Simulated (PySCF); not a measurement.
Compound: C5H4ClO2P.
Atom-mapped SMILES: `[CH3:1][C:2](=[O:3])[c:4]1[o:5][cH:6][c:7]([Cl:8])[p:9]1`

NICS = −σ at a ghost point: NICS(0) at the centroid of the ring atoms, NICS(1) 1 Å to either side along the normal of their mean plane, zz for the tensor component along that normal. Level: GIAO PBE0/pcSseg-1 (PySCF, non-relativistic, gas phase) on the GFN2-xTB geometry, one conformer.

Ring bond lengths (Å), with Mayer bond orders in brackets: C4–O5 1.350 (1.00), O5–C6 1.326 (1.11), C6–C7 1.364 (1.50), C7–P9 1.779 (1.07), P9–C4 1.731 (1.44).

**Question.** What do the NICS probes read (ppm)?

**Answer.** 
```tsv
ring	type	NICS(0)	NICS(1), two faces	NICS(1)zz, two faces	rms pucker (Å)	centre to ring atoms, mean (Å)
C4–O5–C6–C7–P9	5-membered ring with O and P; formal bonds all aromatic	-10.6	-10.2 / -10.2	-21.9 / -21.9	0.00	1.28
```

**Question.** What do they say, and how far can they be read as aromaticity?

**Answer.** 
- C4–O5–C6–C7–P9: mean NICS(1)zz -21.9 ppm, shielded.

**Question.** How equal are the bonds by HOMA? HOMA = 1 − mean of α(R − Ropt)² over the ring bonds, with Krygowski's 1993 parameters (CC: Ropt 1.388 Å, α 257.7 Å⁻²; CO: Ropt 1.265 Å, α 157.38 Å⁻²; CP: Ropt 1.698 Å, α 118.91 Å⁻²).

**Answer.** 
- C4–O5–C6–C7–P9: HOMA 0.45; the largest term is that of C4–O5, α(R − Ropt)² = 1.13.

**Question.** At the first NICS(1) probe listed for ring C4–O5–C6–C7–P9, 1 Å off the ring, what do the in-plane components average?

**Answer.** The isotropic value is a third of the trace: (3 × -10.2 − (-21.9))/2 = -4.3 ppm.

**Question.** List the ring angles and the Hirshfeld charges of the ring atoms.

**Answer.** 
- C4–O5–C6–C7–P9: C4 116.1° (-0.011 e), O5 111.4° (-0.031 e), C6 114.8° (+0.018 e), C7 111.9° (-0.079 e), P9 85.8° (+0.115 e); sum 540.0° against 540° for a flat convex ring.

**Question.** What are the shieldings of the ring atoms and their hydrogens in the same run (means over atoms taken as equivalent)?

**Answer.** 
| atoms | environment | σ isotropic (ppm) | principal values of the symmetric part, first atom (ppm) |
| --- | --- | --- | --- |
| C4 | substituted aromatic carbon | -14.7 | -145.0, 29.3, 71.6 |
| O5 | furan-type oxygen | -7.1 | -235.4, -19.9, 234.0 |
| C6 | aromatic CH next to a ring oxygen | 32.1 | -54.6, 56.3, 94.8 |
| C7 | aromatic C–Cl carbon | 29.3 | -74.9, 50.2, 112.7 |
| P9 | phosphorus bonded to 2 C | 134.8 | -109.1, 49.9, 463.5 |
| H on C6 | aromatic hydrogen | 23.70 | 20.0, 23.6, 27.5 |

Conformer computed: `[CH3:1][C:2](=[O:3])[c:4]1[o:5][cH:6][c:7]([Cl:8])[p:9]1`: C1–C2–C4–O5 0°.
